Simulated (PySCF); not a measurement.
Electron correlation in Sc⁺ (scandium, charge +1)

[Ar] 3d1 4s1, high-spin 3D determinant. All numbers are calculated (PySCF 2.14, scalar relativity by spin-free X2C-1e, in aug-cc-pVTZ-DK). Frozen: [Ar]; 2 electrons correlated.

With two correlated electrons CCSD is exact within the correlated space (frozen core and kept virtual orbitals).

```tsv
level	correlation energy (mhartree)
CCSD	-4.69
```

Diagnostics: T1 = 0.011, D1 = 0.0214, largest double amplitude 0.017.

Cost of the coupled-cluster step: roughly 14 core-seconds, for 2 correlated electrons.
